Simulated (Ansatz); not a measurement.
**Nudged elastic band run: BClGaH$_{5}$OSi**

The input (input.yaml):

```yaml
crystal:
  periodic: [false, false, false]
  atoms:
    - { symbol: O, position_ang: [-1.516757, -0.169617, 0.881655] }
    - { symbol: B, position_ang: [-0.354654, -0.066468, 0.223613] }
    - { symbol: Si, position_ang: [1.032873, -1.57099, 0.400814] }
    - { symbol: Ga, position_ang: [-0.143563, 1.738196, -0.955423] }
    - { symbol: Cl, position_ang: [-2.014779, 2.888097, -0.68109] }
    - { symbol: H, position_ang: [-2.121515, 0.552911, 0.762877] }
    - { symbol: H, position_ang: [2.311716, -1.003654, 0.911224] }
    - { symbol: H, position_ang: [1.312592, -2.139932, -0.946825] }
    - { symbol: H, position_ang: [0.606348, -2.67, 1.302254] }
    - { symbol: H, position_ang: [0.887729, 2.441447, -1.899097] }
basis:
  gaussian: { orbitals: def2-SVP }
hamiltonian:
  xc: hf
neb:
  order_check: false
  images: 7
  f_tol: 0.2
  max_iterations: 60
  final_atoms:
    - { symbol: O, position_ang: [-1.19942617, 0.00026882, 0.63244709] }
    - { symbol: B, position_ang: [0.00583858, -0.10470373, 0.06912326] }
    - { symbol: Si, position_ang: [1.18465163, -1.74484848, 0.42695652] }
    - { symbol: Ga, position_ang: [-0.82431493, 3.79696627, -1.88522527] }
    - { symbol: Cl, position_ang: [-2.41943556, 2.96730609, -0.50962144] }
    - { symbol: H, position_ang: [-1.67941403, 0.79070177, 0.41473251] }
    - { symbol: H, position_ang: [2.48029349, -1.32293348, 1.02845744] }
    - { symbol: H, position_ang: [1.50188155, -2.43579284, -0.85388725] }
    - { symbol: H, position_ang: [0.54621034, -2.7271215, 1.33937805] }
    - { symbol: H, position_ang: [0.40370511, 0.78014708, -0.66235892] }
  initial_path:
    images:
      - { positions_ang: [[-1.516757, -0.169617, 0.881655], [-0.354654, -0.066468, 0.223613], [1.032873, -1.57099, 0.400814], [-0.143563, 1.738196, -0.955423], [-2.014779, 2.888097, -0.68109], [-2.121515, 0.552911, 0.762877], [2.311716, -1.003654, 0.911224], [1.312592, -2.139932, -0.946825], [0.606348, -2.67, 1.302254], [0.887729, 2.441447, -1.899097]] }
      - { positions_ang: [[-1.49549006, -0.13465349, 0.850715], [-0.34058729, -0.02691546, 0.19340236], [1.04118154, -1.51084279, 0.36103165], [-0.16070881, 1.78897243, -0.97709992], [-2.01723252, 2.92852191, -0.70668699], [-2.11921671, 0.57925103, 0.74625487], [2.32086925, -0.95452507, 0.86957546], [1.3237766, -2.08690063, -0.97859357], [0.62536487, -2.61118052, 1.2585773], [0.82203314, 2.02826257, -1.61717417]] }
      - { positions_ang: [[-1.47422312, -0.09968997, 0.819775], [-0.32652058, 0.01263709, 0.16319171], [1.04949007, -1.45069557, 0.3212493], [-0.17785461, 1.83974887, -0.99877683], [-2.01968603, 2.96894682, -0.73228397], [-2.11691843, 0.60559105, 0.72963275], [2.33002249, -0.90539613, 0.82792693], [1.3349612, -2.03386926, -1.01036215], [0.64438174, -2.55236103, 1.2149006], [0.75633727, 1.61507815, -1.33525134]] }
      - { positions_ang: [[-1.45295619, -0.06472646, 0.788835], [-0.31245388, 0.05218963, 0.13298107], [1.05779861, -1.39054836, 0.28146695], [-0.19500042, 1.8905253, -1.02045375], [-2.02213955, 3.00937174, -0.75788096], [-2.11462014, 0.63193108, 0.71301062], [2.33917574, -0.8562672, 0.78627839], [1.3461458, -1.98083789, -1.04213072], [0.66339862, -2.49354155, 1.1712239], [0.69064141, 1.20189372, -1.05332851]] }
      - { positions_ang: [[-1.43168925, -0.02976295, 0.757895], [-0.29838717, 0.09174217, 0.10277043], [1.06610714, -1.33040114, 0.2416846], [-0.21214622, 1.94130173, -1.04213066], [-2.02459307, 3.04979665, -0.78347795], [-2.11232185, 0.6582711, 0.6963885], [2.34832899, -0.80713827, 0.74462986], [1.3573304, -1.92780652, -1.07389929], [0.68241549, -2.43472207, 1.1275472], [0.62494554, 0.7887093, -0.77140568]] }
      - { positions_ang: [[-1.37362348, -0.022255, 0.72653302], [-0.22233073, 0.0426307, 0.09435864], [1.09574326, -1.43401298, 0.28800258], [-0.3651884, 2.40521787, -1.25290431], [-2.12330369, 3.02917401, -0.71501382], [-2.0040949, 0.69137877, 0.6259745], [2.38132011, -0.93608707, 0.81558675], [1.39346819, -2.0548031, -1.01889628], [0.6483642, -2.50782192, 1.18050491], [0.56963543, 0.78656874, -0.74414399]] }
      - { positions_ang: [[-1.31555771, -0.01474706, 0.69517104], [-0.1462743, -0.00648078, 0.08594685], [1.12537939, -1.53762481, 0.33432056], [-0.51823058, 2.869134, -1.46367797], [-2.22201431, 3.00855137, -0.64654969], [-1.89586794, 0.72448644, 0.5555605], [2.41431124, -1.06503587, 0.88654365], [1.42960597, -2.18179968, -0.96389327], [0.61431292, -2.58092178, 1.23346263], [0.51432532, 0.78442819, -0.7168823]] }
      - { positions_ang: [[-1.25749194, -0.00723912, 0.66380907], [-0.07021786, -0.05559225, 0.07753506], [1.15501551, -1.64123664, 0.38063854], [-0.67127275, 3.33305013, -1.67445162], [-2.32072493, 2.98792873, -0.57808556], [-1.78764099, 0.7575941, 0.48514651], [2.44730237, -1.19398467, 0.95750055], [1.46574376, -2.30879626, -0.90889026], [0.58026163, -2.65402164, 1.28642034], [0.45901522, 0.78228763, -0.68962061]] }
      - { positions_ang: [[-1.19942617, 0.00026882, 0.63244709], [0.00583858, -0.10470373, 0.06912326], [1.18465163, -1.74484848, 0.42695652], [-0.82431493, 3.79696627, -1.88522527], [-2.41943556, 2.96730609, -0.50962144], [-1.67941403, 0.79070177, 0.41473251], [2.48029349, -1.32293348, 1.02845744], [1.50188155, -2.43579284, -0.85388725], [0.54621034, -2.7271215, 1.33937805], [0.40370511, 0.78014708, -0.66235892]] }
```

Run as:

```bash
$ ansatz run input.yaml --threads 2 --pin off --max-ram 3072MiB --backend cpu --events-out ev --progress --plain --runs-dir out
```

Output, in part (warnings, iteration lines, the closing report on the highest movable image, with atoms numbered from 0):

```
NEB end point (image 0): max|allowed force component| = 4.914e-3 eV/Å (the criterion of neb.relax_end_points is 4.000e-2)
NEB end point (image 8): max|allowed force component| = 8.222e-3 eV/Å (the criterion of neb.relax_end_points is 4.000e-2)
NEB iter   1: max|band force component| = 2.728e1 eV/Å  barrier→ = 6.8640 eV  barrier← = 7.4401 eV  Δτ_max = 0.1999 Å  (368 SCF iters)
NEB iter   2: max|band force component| = 8.699e0 eV/Å  barrier→ = 4.1856 eV  barrier← = 4.7617 eV  Δτ_max = 0.1972 Å  (258 SCF iters)
NEB iter   3: max|band force component| = 4.347e0 eV/Å  barrier→ = 3.2882 eV  barrier← = 3.8643 eV  Δτ_max = 0.1928 Å  (256 SCF iters)
NEB iter   4: max|band force component| = 1.805e0 eV/Å  barrier→ = 3.4419 eV  barrier← = 4.0179 eV  Δτ_max = 0.1932 Å  (261 SCF iters)
NEB iter   5: max|band force component| = 1.117e0 eV/Å  barrier→ = 3.2869 eV  barrier← = 3.8629 eV  Δτ_max = 0.1939 Å  (256 SCF iters)
NEB iter   6: max|band force component| = 8.771e-1 eV/Å  barrier→ = 3.2120 eV  barrier← = 3.7881 eV  Δτ_max = 0.1395 Å  (251 SCF iters)
NEB iter   7: max|band force component| = 2.638e0 eV/Å  barrier→ = 3.0494 eV  barrier← = 3.6255 eV  CI = image 4  Δτ_max = 0.1948 Å  (260 SCF iters)
NEB iter   8: max|band force component| = 4.458e0 eV/Å  barrier→ = 3.8575 eV  barrier← = 4.4336 eV  CI = image 4  Δτ_max = 0.1963 Å  (261 SCF iters)
NEB iter   9: max|band force component| = 1.858e0 eV/Å  barrier→ = 4.0126 eV  barrier← = 4.5886 eV  CI = image 4  Δτ_max = 0.2000 Å  (264 SCF iters)
NEB iter  10: max|band force component| = 8.907e-1 eV/Å  barrier→ = 4.0275 eV  barrier← = 4.6036 eV  CI = image 4  Δτ_max = 0.0874 Å  (261 SCF iters)
NEB iter  11: max|band force component| = 5.614e-1 eV/Å  barrier→ = 4.0172 eV  barrier← = 4.5933 eV  CI = image 4  Δτ_max = 0.1446 Å  (255 SCF iters)
NEB iter  12: max|band force component| = 5.248e-1 eV/Å  barrier→ = 4.0482 eV  barrier← = 4.6243 eV  CI = image 4  Δτ_max = 0.0719 Å  (257 SCF iters)
NEB iter  13: max|band force component| = 3.483e-1 eV/Å  barrier→ = 4.0070 eV  barrier← = 4.5831 eV  CI = image 4  Δτ_max = 0.0352 Å  (258 SCF iters)
NEB iter  14: max|band force component| = 2.219e-1 eV/Å  barrier→ = 4.0019 eV  barrier← = 4.5780 eV  CI = image 4  Δτ_max = 0.0137 Å  (247 SCF iters)
NEB iter  15: max|band force component| = 1.448e-1 eV/Å  barrier→ = 3.9994 eV  barrier← = 4.5755 eV  CI = image 4  Δτ_max = 0.0000 Å  (490 SCF iters)
Total energy: -75471.08826634 eV, -2773.5113376471 hartree
Atom 0 at    -1.509408    -0.023571     0.824268 Å, force     0.018638     0.141103    -0.110302 eV/Å
Atom 1 at    -0.348482     0.028184     0.173922 Å, force     0.057007    -0.056544     0.013932 eV/Å
Atom 2 at     1.042136    -1.473356     0.333194 Å, force    -0.008082    -0.001510     0.000473 eV/Å
Atom 3 at    -0.191480     2.232892    -1.238569 Å, force    -0.029597    -0.029081     0.034588 eV/Å
Atom 4 at    -2.178124     2.773908    -0.576080 Å, force     0.026552     0.003460    -0.016193 eV/Å
Atom 5 at    -2.074971     0.725851     0.661583 Å, force    -0.072639    -0.072052     0.091876 eV/Å
Atom 6 at     2.314415    -0.887088     0.838278 Å, force     0.004688     0.002693     0.004380 eV/Å
Atom 7 at     1.318385    -1.999729    -1.032224 Å, force     0.003101    -0.007387    -0.004158 eV/Å
Atom 8 at     0.666278    -2.612607     1.210575 Å, force    -0.002373     0.002209     0.000846 eV/Å
Atom 9 at     0.961242     1.235506    -1.194943 Å, force     0.002707     0.017108    -0.015442 eV/Å
Dipole moment:    -0.019007     0.200608    -0.106930 e Å
```

The run converged. The threshold of 0.2 eV/Å is loose, so the images may lie well off the minimum-energy path. Neighbouring images differ by up to 2.7 eV, so the band resolves the path poorly. Another band between the same ends (7 images) ends at a top of the same energy, where a vibrational analysis finds 1 clearly imaginary mode. The orbitals stay closed-shell, which can raise the energy where a bond breaks towards radicals; this wasn't checked here.

Final band (atoms are numbered from 1 in the order of the input):

```json
{"image": "0", "path coordinate (Å)": "0.00", "energy (kJ/mol)": "0.0", "B2–Ga4 (Å)": "2.17", "Ga4–H10 (Å)": "1.56", "B2–H10 (Å)": "3.51"}
{"image": "1", "path coordinate (Å)": "0.51", "energy (kJ/mol)": "4.4", "B2–Ga4 (Å)": "2.14", "Ga4–H10 (Å)": "1.56", "B2–H10 (Å)": "3.38"}
{"image": "2", "path coordinate (Å)": "1.01", "energy (kJ/mol)": "50.9", "B2–Ga4 (Å)": "2.11", "Ga4–H10 (Å)": "1.55", "B2–H10 (Å)": "3.02"}
{"image": "3", "path coordinate (Å)": "1.52", "energy (kJ/mol)": "193.7", "B2–Ga4 (Å)": "2.23", "Ga4–H10 (Å)": "1.51", "B2–H10 (Å)": "2.58"}
{"image": "4", "path coordinate (Å)": "2.03", "energy (kJ/mol)": "385.9", "B2–Ga4 (Å)": "2.62", "Ga4–H10 (Å)": "1.52", "B2–H10 (Å)": "2.25"}
{"image": "5", "path coordinate (Å)": "2.72", "energy (kJ/mol)": "122.5", "B2–Ga4 (Å)": "2.93", "Ga4–H10 (Å)": "1.82", "B2–H10 (Å)": "1.59"}
{"image": "6", "path coordinate (Å)": "3.41", "energy (kJ/mol)": "-39.7", "B2–Ga4 (Å)": "3.41", "Ga4–H10 (Å)": "2.33", "B2–H10 (Å)": "1.23"}
{"image": "7", "path coordinate (Å)": "4.10", "energy (kJ/mol)": "-54.0", "B2–Ga4 (Å)": "3.96", "Ga4–H10 (Å)": "2.90", "B2–H10 (Å)": "1.22"}
{"image": "8", "path coordinate (Å)": "4.80", "energy (kJ/mol)": "-55.6", "B2–Ga4 (Å)": "4.44", "Ga4–H10 (Å)": "3.48", "B2–H10 (Å)": "1.22"}
```

The run took 2.3 min on 2 threads of Intel(R) Xeon(R) 6975P-C (Granite Rapids), with other jobs on the host, peak memory 0.31 GiB.
